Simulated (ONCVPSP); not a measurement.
## What one change does to a pseudopotential (Co (Z = 27), ONCV)

Co (Z = 27), optimised norm-conserving Vanderbilt (ONCV), made with ONCVPSP 4.0.1 (Wu-Cohen, non-relativistic). Core [Ne], reference 3s2 3p6 3d6 (charge +3). Waves: 3s: rc 0.95 bohr, ncon 3, nbas 6, qcut 11.9 1/bohr, 2 projectors, debl 2.1 Ha; 3p: rc 0.95 bohr, ncon 4, nbas 8, qcut 17.3 1/bohr, 2 projectors, debl 1.3 Ha; 3d: rc 0.95 bohr, ncon 4, nbas 9, qcut 19.2 1/bohr, 2 projectors, debl 2.7 Ha; f scattering state at 0.46 Ha: rc 0.80 bohr, ncon 3, nbas 8, qcut 12.3 1/bohr, 2 projectors, debl 3.9 Ha. Local part: polynomial inside 0.60 bohr (lpopt 5, dvloc0 1 Ha). Core correction: Teter function, fcfact 2.25, rcfact 1.1.

In the s channel the program set the typed energies aside and used -5.069, 0.250 Ha. In the p channel the program set the typed energies aside and used -3.788, 0.250 Ha.

Change: all radii but the core radius scaled by about 1.11 (s 1.06, p 1.06, d 1.06, f 0.88 bohr); local potential polynomial inside 0.66 bohr (lpopt 5, dvloc0 1 Ha).

Cutoffs: the cutoffs (Ha) at which the residual kinetic energy of the hardest occupied pseudo-wave falls to 1 and 0.1 mHa per electron; they do not see the model core or the augmentation charge, which bear on the density cutoff. Errors are all-electron minus pseudo energies relative to the spin-unpolarised reference configuration.

Q: Predict the effect on cutoff, ghosts and configuration errors.

A: The potential gets softer (120 Ha and 139 Ha → 109 Ha and 126 Ha); of the 4 tests that both files solve, the error grows in 4 and shrinks in 0 by more than 15 % and 0.3 meV (median size 1.3 → 2.0 meV); neither file shows a bound ghost. A larger radius leaves more room for a smooth pseudo-wave, so fewer plane waves are needed. More of the atom is replaced by a form fitted at one configuration, so other configurations suffer.

```tsv
quantity	base	changed
cutoff, loose	120 Ha	109 Ha
cutoff, tight	139 Ha	126 Ha
loose cutoff by channel	s 54 Ha, p 74 Ha, d 120 Ha	s 50 Ha, p 70 Ha, d 109 Ha
bound ghosts	none	none
GHOST(+) flags under 300 eV	none	none
error for 3s2 3p6 3d7 4s2, meV [ΔE -61.44 eV]	+0.6	+0.9
error for 3s2 3p6 3d7 4s1, meV [ΔE -52.53 eV]	+1.5	+2.2
error for 3s2 3p6 3d7, meV [ΔE -36.10 eV]	+3.7	+5.4
error for 3s2 3p6 3d7 4s1 4p1, meV [ΔE -57.17 eV]	+1.1	+1.7
rms error of d²Exc/dni dnj with the model core, mHa	2.58	2.60
```
